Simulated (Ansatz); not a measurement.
Molecule: NbO, net charge 0, quartet state. SMILES: [O]=[Nb]
Structure (B3LYP-D3(BJ)/def2-TZVP (Ansatz, a program for electronic structure) minimum search):
```xyz
2

Nb     0.0000     0.0000    -0.2756
O      0.0000     0.0000     1.4124
```
Charge 0, spin multiplicity 4.

Wanted: atomisation energy, in kcal/mol. Set-up: def2 sets with scalar-relativistic core potentials past Kr; spin-orbit terms left out; open shells spin-unrestricted; atomisation electronic, to ground-state atoms; LANL2DZ with its own core potentials from Na on. First-principles rows: single points at B3LYP-D3(BJ) geometries (Ansatz).

```
species             coefficient  E at B3LYP/LANL2DZ (Ansatz), Eh  E at PBE/def2-TZVPD (Ansatz), Eh
------------------  -----------  -------------------------------  --------------------------------
[O]=[Nb] (quartet)           -1                       -131.49565                        -132.15408
Nb atom                      +1                        -56.16316                         -56.83927
O atom                       +1                        -75.08172                         -75.01069
```

 1 Eh = 627.5095 kcal/mol.

Compute it at each level from the table.


- B3LYP/LANL2DZ: the sum of coefficient times E is 0.25077 Eh, or 157.36 kcal/mol. Result: 157.4 kcal/mol.
- PBE/def2-TZVPD: the sum of coefficient times E is 0.30412 Eh, or 190.84 kcal/mol. Result: 190.8 kcal/mol.
